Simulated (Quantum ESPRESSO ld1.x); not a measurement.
Numerical settings for the gold ion Au2+, [Xe] 4f14 5d9. Calculated with ld1.x of Quantum ESPRESSO 7.5: non-relativistic Kohn-Sham, PBE, spin-unpolarised, spherical densities, point nucleus; relativity is left out, which matters for an element this heavy. With the defaults (dx = 0.008, xmin = -7.0, rmax = 100, beta = 0.2, tr2 = 1e-14) the mesh has 1997 points, the cycle takes 28 iterations, E = -17868.067363 hartree and the 5d eigenvalue is -1.03318 hartree. The mesh is r = exp(xmin + i dx)/Z up to rmax; beta is the mixing and tr2 the threshold. One setting is changed at a time.

| change | mesh points | iterations | change of E (mhartree) | change of e(5d) (mhartree) |
|---|---|---|---|---|
| dx = 0.08 | 201 | 28 | -240.125 | +0.286 |
| dx = 0.005 | 3195 | 34 | +1.317 | -0.002 |
| xmin = -9 | 2247 | 29 | +0.002 | 0.000 |
| xmin = -5 | 1747 | 31 | -0.148 | 0.000 |
| rmax = 15 | 1761 | 28 | -0.001 | 0.000 |
| rmax = 30 | 1847 | 27 | +0.001 | 0.000 |
| beta = 0.5 | 1997 | 15 | -0.002 | 0.000 |
| beta = 0.05 | 1997 | 149 | -0.003 | 0.000 |
| tr2 = 0.0001 | 1997 | 10 | -379.233 | -2.149 |
| tr2 = 1e-10 | 1997 | 20 | -0.378 | -0.003 |
